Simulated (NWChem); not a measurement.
System: C₂H₂BrF; SMILES F/C=C\Br

```xyz
6

F     -0.7873     2.0531     0.0000
C      0.4978     1.7519     0.0000
C      0.9643     0.5063     0.0000
Br    -0.1395    -0.9991     0.0000
H      1.1570     2.6256     0.0000
H      2.0374     0.3146     0.0000
```
Atoms are numbered in this order, from 1.

Results from NWChem. All runs use the structure optimised with PBE0/def2-SVP.

Problem. What does the run give for LC-BLYP (range parameter 0.33 per bohr)/def2-SVP? Quantities: highest occupied level (eV); orbital gap (eV); dipole (D).

Solution. The highest occupied level (eV) is -9.33 and the orbital gap (eV) is 11.61. The dipole (D) comes out as 1.91.
